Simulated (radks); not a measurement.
The nuclear charge of the tantalum ion Ta2+ is varied continuously with 71 electrons held in [Xe] 4f14 5d3. All-electron calculation, scalar-relativistic Kohn-Sham, LDA (Slater exchange, Perdew-Wang correlation), spin-polarised, spherical densities, finite nucleus; open shells are filled with parallel spins first (spin-orbit coupling, left out, can overturn this in heavy ions); Fermi nuclear charge, rms radius 5.3507 fm. Program: a radial shooting solver on a logarithmic mesh with Libxc functionals. By the Hellmann-Feynman theorem dE/dZ = E(electron-nucleus)/Z, the electronic potential at the nucleus (averaged over a nucleus of fixed radius). The scalar-relativistic energy here is not variational (the density holds large components alone), so the two differ by a part that grows with Z.

Z,E (hartree),E(electron-nucleus)/Z (hartree),HOMO,e(HOMO) (eV),<r> HOMO (bohr)
72.5,-15328.1486,-521.554,5d,-13.748,2.135
72.6,-15380.7469,-522.642,5d,-14.822,2.099
72.7,-15433.4560,-523.731,5d,-15.923,2.065
72.8,-15486.2760,-524.820,5d,-17.048,2.033
72.9,-15539.2070,-525.909,5d,-18.199,2.003
73,-15592.2489,-526.998,5d,-19.372,1.974
73.1,-15645.4018,-528.088,5d,-20.569,1.947
73.2,-15698.6657,-529.178,5d,-21.789,1.921
73.3,-15752.0408,-530.268,5d,-23.031,1.897
73.4,-15805.5270,-531.359,5d,-24.294,1.873
73.5,-15859.1243,-532.450,5d,-25.578,1.850
73.6,-15912.8330,-533.542,5d,-26.883,1.829
73.7,-15966.6529,-534.634,5d,-28.208,1.808
73.8,-16020.5842,-535.727,5d,-29.553,1.788
73.9,-16074.6269,-536.820,5d,-30.918,1.768
74,-16128.7811,-537.914,5d,-32.302,1.750

The central difference of E at Z = 73 is -530.974 hartree, to compare with the third column; the second derivative is -11.1 hartree.
